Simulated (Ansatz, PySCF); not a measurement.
GeO₃, SMILES [Ge]1([O][O]1)=[O]. Atoms are numbered in the order given.

```xyz
4

Ge     0.0000     0.0000     0.2181
O      0.0000     0.0000     1.8573
O      0.0000     0.8277    -1.3649
O      0.0000    -0.8277    -1.3649
```
Charge 0, spin multiplicity 1.

Geometry optimised at PBE-D3(BJ)/def2-SVP.

Vertical ionisation energy (IE) and electron affinity (EA) in eV. Rows of orbital energies are one-electron estimates. Where ΔSCF, EOM or ADC give a negative EA the extra electron is unbound and the value depends on the basis.

```tsv
level	IE	EA
−ε(HOMO), −ε(LUMO), ωB97X/def2-TZVPD (PySCF)	11.69	1.24
−ε(HOMO), −ε(LUMO), PBE/def2-TZVPD (PySCF)	7.26	4.63
ADC(2)/aug-cc-pVDZ (PySCF)	9.66	1.06
ΔSCF, PBE0/def2-SVPD (Ansatz), final states of multiplicity 2 and 2	11.85	1.39
ΔSCF, PBE/def2-SVPD (Ansatz), final states of multiplicity 2 and 2	11.29	1.40
```

What vertical singlet–triplet gap does ΔSCF give with PBE0/def2-SVPD (Ansatz, a first-principles code) and with PBE/def2-SVPD (Ansatz)? (The exact figures need the calculation; the answer reports its results.)

1.83 and 1.94 eV (triplet above singlet where positive).

Beyond the first one, list the lowest photoelectron lines from ADC(2)/aug-cc-pVDZ (PySCF 2.14.0) with their pole strengths (two spins summed). (An estimate is asked for; the answer gives what the named calculation found.)

10.11 eV (1.63), 10.70 eV (1.64), 12.06 eV (1.67), 12.67 eV (1.61), 12.74 eV (1.64).
